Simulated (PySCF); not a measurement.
**Yb⁵⁶⁺: ionisation energy**

Yb⁵⁶⁺ [Ne] 3s2 3p2 (3P) → Yb⁵⁷⁺ [Ne] 3s2 3p1 (2P), as a difference of total energies. Computed with PySCF 2.14 in an uncontracted even-tempered set (16 s from 14 bohr⁻², ratio 2.5; 10 p from 18 bohr⁻², ratio 2.5; 4 d from 72 bohr⁻², ratio 2.7; 4 f from 110 bohr⁻², ratio 2.7), with no relativity, point nucleus. Correlated levels: outer shells: 1s2 frozen; virtual orbitals above 40 to 60 times the deepest correlated orbital energy dropped. The calculations carry no spin-orbit coupling.

| method | ionisation energy (eV) | difference from reference (eV) |
| --- | --- | --- |
| UHF | 5388.0 | -343.0 |
| MP2 (outer shells) | 5388.0 | -343.0 |
| SCS-MP2 (outer shells) | 5387.7 | -343.3 |
| CCSD (outer shells) | 5387.5 | -343.5 |
| CCSD(T) (outer shells) | 5387.5 | -343.5 |

Reference: 5731 ± 5 eV (theoretical estimate listed by NIST; NIST Atomic Spectra Database, ionization energies).

Spin-orbit coupling is strong in these open shells (close to jj coupling). The scalar numbers leave it out and a first-order estimate fails, so it can dominate the gap to the real levels.

The gap to the reference is mostly relativistic.
